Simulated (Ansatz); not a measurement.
The cluster SnO4H4⁻. The state is a doublet with charge -1. Geometry B3LYP-D4/def2-SVP, that of the neutral singlet.

Cartesian coordinates in Å:
```
Sn -0.003 -0.985 -0.343
O -0.338 1.482 1.424
O -1.481 -0.682 0.783
O -0.052 -0.542 -2.275
O 0.771 1.048 0.597
H -0.855 -0.053 -2.510
H 1.506 1.016 1.233
H 1.415 -1.931 -0.209
H -0.962 0.646 1.299
```

In the def2 sets Sn takes a core potential; there is no spin–orbit coupling. The structure holds one bond between oxygen atoms, so isomers without such links may lie far lower. At PBE-D4/def2-TZVPD, r2SCAN-D4/def2-TZVPD, PBE0-D4/def2-TZVPD the highest occupied level of the charge -1 doublet lies above zero (up to 1.76 eV). By energy differences its removal costs 0.42 eV (vertical, to the charge 0 singlet, at PBE-D4/def2-TZVPD); a positive level beside a positive removal energy at the same level points to self-interaction error. The structure comes from a short search, and lower isomers may exist.

(1) Estimate the α-spin orbital energies around the gap (eV) in Ansatz with PBE-D4/def2-TZVPD, r2SCAN-D4/def2-TZVPD, PBE0-D4/def2-TZVPD.

Answers

(1) 
```csv
orbital,PBE-D4/def2-TZVPD,r2SCAN-D4/def2-TZVPD,PBE0-D4/def2-TZVPD
HOMO−5,-3.10,-3.42,-4.63
HOMO−4,-2.88,-3.14,-4.39
HOMO−3,-2.12,-2.54,-4.10
HOMO−2,-1.62,-1.83,-3.00
HOMO−1,-1.28,-1.51,-2.64
HOMO,1.76,1.72,1.31
LUMO,1.92,2.15,2.59
LUMO+1,2.73,3.08,3.39
LUMO+2,2.96,3.33,3.60
LUMO+3,3.11,3.46,3.84
LUMO+4,3.86,4.29,4.37
LUMO+5,4.23,4.67,4.83
β HOMO,-1.21,-1.44,-2.55
β LUMO,2.17,2.54,2.90
```
